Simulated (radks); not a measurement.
Task: All-electron atom: N4+ in [He] 2s1 (the NIST ground configuration). Calculated with a radial shooting solver on a logarithmic mesh with Libxc functionals: Dirac Kohn-Sham, PBE, spin-unpolarised, spherical densities, point nucleus. Some entries of the table are withheld. Estimate them.

| orbital | occ. | eigenvalue (eV) | <r^2> (bohr^2) | <r> (bohr) |
|---|---|---|---|---|
| 1s1/2 | 2 | -479.8889 | 0.07035 | 0.2283 |
| 2s1/2 | 1 | -87.5722 | 1.300 | 1.054 |
| 2p1/2 | 0 | (1) | 1.120 | 0.9610 |
| 2p3/2 | 0 | (2) | 1.121 | 0.9617 |
| 3d3/2 | 0 | -29.0026 | 5.564 | (3) |
| 3d5/2 | 0 | -29.0001 | 5.566 | (4) |

Result: 
(1) 2p1/2 eigenvalue (eV): -77.5977
(2) 2p3/2 eigenvalue (eV): -77.5540
(3) 3d3/2 <r> (bohr): 2.201
(4) 3d5/2 <r> (bohr): 2.201
